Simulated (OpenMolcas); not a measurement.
Ni V: input and output

Input:

```
&GATEWAY
Coord
1

Ni 0.0 0.0 0.0
Basis=ANO-RCC-VDZP
Group=XYZ
NoMove
AngMom=0.0 0.0 0.0
AMFI
RX2C
&SEWARD
* reference wave functions (RASSCF and RASSI steps not shown): 6 electrons in 5 orbitals (3d)
>>> COPY JOB001 $Project.JobIph
&CASPT2
Multistate=5 1 2 3 4 5
Frozen=1 0
IPEA=0.35
Imaginary=0.3
MaxIter=60
WThr=0.0 0.3 0.05
PrWF=0.5
NoMix
>>> COPY JOB002 $Project.JobIph
&CASPT2
Multistate=45 1 2 3 4 5 6 7 8 9 10 11 12 13 14 15 16 17 18 19 20 21 22
23 24 25 26 27 28 29 30 31 32 33 34 35 36 37 38 39 40 41 42 43 44 45
Frozen=1 0
IPEA=0.35
Imaginary=0.3
MaxIter=60
WThr=0.0 0.3 0.05
PrWF=0.5
NoMix
>>> COPY JOB003 $Project.JobIph
&CASPT2
Multistate=35 1 2 3 4 5 6 7 8 9 10 11 12 13 14 15 16 17 18 19 20 21 22
23 24 25 26 27 28 29 30 31 32 33 34 35
Frozen=1 0
IPEA=0.35
Imaginary=0.3
MaxIter=60
WThr=0.0 0.3 0.05
PrWF=0.5
NoMix
```

Launched by
```bash
OMP_NUM_THREADS=1 MOLCAS_MEM=2252 MOLCAS_PROJECT=a pymolcas a.inp > a.log  # once for each step of the input, in one work folder
```

Output, cut to the results:

```
--- CASPT2 ---
Orbital specifications:
      -----------------------

      Symmetry species                           1   2
                                                ag  au
      Frozen orbitals                            1   0
      Inactive orbitals                          2   6
      Active orbitals                            5   0
      Secondary orbitals                         7  13
      Deleted orbitals                           0   0
      Number of basis functions                 15  19
Type of calculation                        MS-CASPT2
      Fock operator                              state-specific
      IPEA shift                                 0.35
      Real shift                                 0.00
      Imaginary shift                            0.30
      The input orbitals will be transformed to quasi-canonical
Reference energy:       -1515.0277069640
      E2 (Non-variational):      -0.3071694671
      Shift correction:          -0.0004376674
      E2 (Variational):          -0.3076071345
      Total energy:           -1515.3353140986
      Residual norm:              0.0000003914
      Reference weight:           0.96585
      Contributions to the CASPT2 correlation energy
      Active & Virtual Only:         -0.0828505119
      One Inactive Excited:          -0.1513453805
      Two Inactive Excited:          -0.0729735747
Reference energy:       -1515.0277069640
      E2 (Non-variational):      -0.3071694160
      Shift correction:          -0.0004377909
      E2 (Variational):          -0.3076072069
      Total energy:           -1515.3353141709
      Residual norm:              0.0000003936
      Reference weight:           0.96585
      Contributions to the CASPT2 correlation energy
      Active & Virtual Only:         -0.0828511340
      One Inactive Excited:          -0.1513447988
      Two Inactive Excited:          -0.0729734831
::    CASPT2 Root  1     Total energy:  -1515.33531410
::    CASPT2 Root  2     Total energy:  -1515.33531417
::    CASPT2 Root  3     Total energy:  -1515.33531404
::    CASPT2 Root  4     Total energy:  -1515.33531411
::    CASPT2 Root  5     Total energy:  -1515.33531415
::    MS-CASPT2 Root  1     Total energy:  -1515.33531479
::    MS-CASPT2 Root  2     Total energy:  -1515.33531443
::    MS-CASPT2 Root  3     Total energy:  -1515.33531418
::    MS-CASPT2 Root  4     Total energy:  -1515.33531377
::    MS-CASPT2 Root  5     Total energy:  -1515.33531340
--- CASPT2 ---
Orbital specifications:
      -----------------------

      Symmetry species                           1   2
                                                ag  au
      Frozen orbitals                            1   0
      Inactive orbitals                          2   6
      Active orbitals                            5   0
      Secondary orbitals                         7  13
      Deleted orbitals                           0   0
      Number of basis functions                 15  19
Type of calculation                        MS-CASPT2
      Fock operator                              state-specific
      IPEA shift                                 0.35
      Real shift                                 0.00
      Imaginary shift                            0.30
      The input orbitals will be transformed to quasi-canonical
Reference energy:       -1514.8951162719
      E2 (Non-variational):      -0.3072142837
      Shift correction:          -0.0004152178
      E2 (Variational):          -0.3076295015
      Total energy:           -1515.2027457734
      Residual norm:              0.0000002678
      Reference weight:           0.96628
      Contributions to the CASPT2 correlation energy
      Active & Virtual Only:         -0.0797130428
      One Inactive Excited:          -0.1616679944
      Two Inactive Excited:          -0.0658332465
Reference energy:       -1514.8951162719
      E2 (Non-variational):      -0.3072301681
      Shift correction:          -0.0004156850
      E2 (Variational):          -0.3076458532
      Total energy:           -1515.2027621251
      Residual norm:              0.0000002632
      Reference weight:           0.96627
      Contributions to the CASPT2 correlation energy
      Active & Virtual Only:         -0.0797197629
      One Inactive Excited:          -0.1616657314
      Two Inactive Excited:          -0.0658446739
::    CASPT2 Root  1     Total energy:  -1515.20274577
::    CASPT2 Root  2     Total energy:  -1515.20276213
::    CASPT2 Root  3     Total energy:  -1515.20271301
::    CASPT2 Root  4     Total energy:  -1515.20268056
::    CASPT2 Root  5     Total energy:  -1515.20265861
::    CASPT2 Root  6     Total energy:  -1515.20266376
::    CASPT2 Root  7     Total energy:  -1515.20265171
::    CASPT2 Root  8     Total energy:  -1515.20270222
::    CASPT2 Root  9     Total energy:  -1515.20263534
::    CASPT2 Root 10     Total energy:  -1515.20267572
::    CASPT2 Root 11     Total energy:  -1515.20264639
::    CASPT2 Root 12     Total energy:  -1515.20951962
::    CASPT2 Root 13     Total energy:  -1515.20952036
::    CASPT2 Root 14     Total energy:  -1515.20951769
::    CASPT2 Root 15     Total energy:  -1515.19570594
::    CASPT2 Root 16     Total energy:  -1515.19587375
::    CASPT2 Root 17     Total energy:  -1515.19617373
::    CASPT2 Root 18     Total energy:  -1515.19565429
::    CASPT2 Root 19     Total energy:  -1515.19612773
::    CASPT2 Root 20     Total energy:  -1515.19585096
::    CASPT2 Root 21     Total energy:  -1515.19577670
::    CASPT2 Root 22     Total energy:  -1515.17411721
::    CASPT2 Root 23     Total energy:  -1515.17387030
::    CASPT2 Root 24     Total energy:  -1515.17395819
::    CASPT2 Root 25     Total energy:  -1515.17396052
::    CASPT2 Root 26     Total energy:  -1515.17399180
::    CASPT2 Root 27     Total energy:  -1515.17389775
::    CASPT2 Root 28     Total energy:  -1515.17397892
::    CASPT2 Root 29     Total energy:  -1515.17398652
...
```

Levels above the lowest, from the spin-orbit matrix with the single-state CASPT2 energies, averaged by term, on its diagonal:

| Configuration | Term | J | E (cm⁻¹) | Measured (cm⁻¹) | Term weight % |
| --- | --- | --- | --- | --- | --- |
| 3d⁶ | ⁵D | 4 | 0.0 | 0.0 | 100 |
| 3d⁶ | ⁵D | 3 | 917 | 890 | 100 |
| 3d⁶ | ⁵D | 2 | 1539 | 1490 | 100 |
| 3d⁶ | ⁵D | 1 | 1935 | 1872 | 100 |
| 3d⁶ | ⁵D | 0 | 2130 | 2058 | 100 |
| 3d⁶ | ³P(1) | 2 | 27250 | 26153 | 99 |
| 3d⁶ | ³H | 6 | 29560 | 27111 | 100 |
| 3d⁶ | ³P(1) | 1 | 29940 | 28698 | 99 |
| 3d⁶ | ³H | 5 | 29980 | 27578 | 97 |
| 3d⁶ | ³H | 4 | 30170 | 27859 | 81 |
| 3d⁶ | ³P(1) | 0 | 30990 | 29640 | 98 |
| 3d⁶ | ³F(1) | 4 | 31120 | 29124 | 82 |
| 3d⁶ | ³F(1) | 3 | 31500 | 29571 | 97 |
| 3d⁶ | ³F(1) | 2 | 31820 | 29899 | 99 |
| 3d⁶ | ³G | 5 | 36040 | 33256 | 97 |
| 3d⁶ | ³G | 4 | 36870 | 34062 | 94 |
| 3d⁶ | ³G | 3 | 37170 | 34416 | 97 |
| 3d⁶ | ³D | 2 | 44730 | 41627 | 97 |
| 3d⁶ | ³D | 1 | 44760 | 41701 | 100 |
| 3d⁶ | ¹I | 6 | 44820 | 41252 | 100 |
| 3d⁶ | ³D | 3 | 45040 | 41920 | 100 |
| 3d⁶ | ¹G | 4 | 45500 | 42208 | 98 |
| 3d⁶ | ¹S | 0 | 50660 | 47700 | 98 |
| 3d⁶ | ¹D | 2 | 51910 | 48607 | 97 |

Against the 23 measured excited levels shown (Corliss and Sugar, J. Phys. Chem. Ref. Data 10, 197 (1981)) the mean absolute deviation is 2100 cm-1; the largest miss in energy is 3d⁶ ¹I₆: computed 44820, measured 41252 cm⁻¹ (+8.6 %).

CASPT2 does not keep the components of a term degenerate, so their means are used; among the terms shown or strongly mixed into the levels shown the widest spread is 110 cm-1 (3d⁶ ³F(1)). Some levels mix across a computed gap that differs much from the measured one, so their mixing is not that of the real levels. Terms from blocks run as CI alone lack orbitals of their own. The basis is small and was not contracted for so high a charge. Measured partners are found by configuration, term and J. A level has none where our copy of the source lacks it or the pairing is in doubt (some pairs that miss far off the trend of their configuration count as doubtful), and it then counts in no deviation. Only configurations of the active space appear. The first state left out of the spin-orbit step lies near 89000 cm-1 above the lowest spin-free state of the reference (among the parities and spins computed), and the list stops at four fifths of that energy or lower. The table shows the lowest 24 of 26 levels.

The CASPT2 steps took 13 s on 1 thread of Arm Neoverse V1, with other jobs on the host; the integral step is not counted.

The term weight is that of the spin-free term in the level, not the purity of its configuration. A number in round brackets counts repeated terms of one configuration in the order of the reference energies.
